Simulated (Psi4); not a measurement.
A dimer, BCl3 ··· H3O+ (SMILES ClB(Cl)Cl and [OH3+]) (charge +1); the first 4 atoms form monomer A.

```
8

Cl    -0.8376     1.5310     0.0067
B      0.0003     0.0000    -0.0005
Cl    -0.9077    -1.4904     0.0064
Cl     1.7450    -0.0406    -0.0126
O     -0.7768     4.4579    -0.1258
H     -0.6603     3.4840    -0.0995
H     -1.0965     4.8352     0.7216
H     -1.2831     4.7689    -0.9065
```

What interaction energy does SAPT0/jun-cc-pVDZ, frozen core (Psi4) give, and which attractive term is the largest?

Total -21.84 kJ/mol: electrostatics 2.23, exchange 46.21, induction -60.76, dispersion -9.52. The most attractive term is induction.
